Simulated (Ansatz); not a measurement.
`CC[SiH2]N` + `ClCC(Cl)Cl` → `N[SiH2]C(Cl)Cl` + `CCCCl`  (formal exchange of groups at the Si–C bond)

Gas-phase electronic energies from Ansatz, PBE0-D4/def2-TZVP geometries. CCSD(T)/CBS adds triple-zeta CCSD(T) − MP2 to the extrapolated MP2 energy (def2 sets, frozen cores). One conformer a species, not always the lowest.

`CC[SiH2]N`:

```xyz
13

C     0.435    1.416    1.268
C     0.606    0.618   -0.022
Si   -0.569   -0.831   -0.152
N    -0.337   -1.655   -1.648
H     0.623    0.796    2.148
H     1.122    2.265    1.313
H    -0.580    1.812    1.361
H     1.628    0.237   -0.111
H     0.448    1.267   -0.892
H    -1.955   -0.304    0.064
H    -0.312   -1.834    0.918
H    -0.486   -1.171   -2.519
H    -0.624   -2.617   -1.728
```

`ClCC(Cl)Cl`:

Z-matrix (Å, degrees):
```
C
C 1 1.510
Cl 1 1.772 2 111.2
H 1 1.089 2 110.4 3 120.6
H 1 1.089 2 109.1 3 -118.6
Cl 2 1.776 1 108.0 3 171.4
Cl 2 1.765 1 111.9 3 -66.3
H 2 1.087 1 111.7 3 53.8
```

`N[SiH2]C(Cl)Cl`:

Cartesian coordinates in Å:
```
N -0.873 -1.510 0.199
Si -0.568 0.022 -0.483
C 1.019 0.860 0.154
Cl 1.170 2.446 -0.631
Cl 0.933 1.011 1.925
H -1.106 -1.617 1.172
H -0.467 -2.347 -0.185
H -0.391 -0.152 -1.945
H -1.651 0.972 -0.142
H 1.935 0.315 -0.063
```

`CCCCl`:

Z-matrix (Å, degrees):
```
C
C 1 1.517
H 1 1.091 2 111.0
H 1 1.092 2 111.0 3 120.1
H 1 1.094 2 111.1 3 -120.0
C 2 1.511 1 114.0 3 61.1
H 2 1.094 1 110.4 3 -61.9
H 2 1.097 1 109.9 3 -179.2
Cl 6 1.790 2 112.2 1 -64.7
H 6 1.089 2 111.6 1 176.4
H 6 1.091 2 111.6 1 54.3
```

```tsv
species	CCSD(T)/CBS(def2) energy (Eh)
`CC[SiH2]N`	-425.33899
`ClCC(Cl)Cl`	-1457.24183
`N[SiH2]C(Cl)Cl`	-1304.42690
`CCCCl`	-578.15785
```

**Question.** Work out ΔE.

**Answer.** ΔE = (-1304.42690) + (-578.15785) − (-425.33899) − (-1457.24183) = -0.00393 Eh = -0.11 eV.

Largest T1 diagnostic among the species: 0.010.

In def2-TZVPP, CCSD(T) changes the Hartree–Fock value by +0.04 eV (the triples alone add +0.00 eV) and MP2 by +0.05 eV.
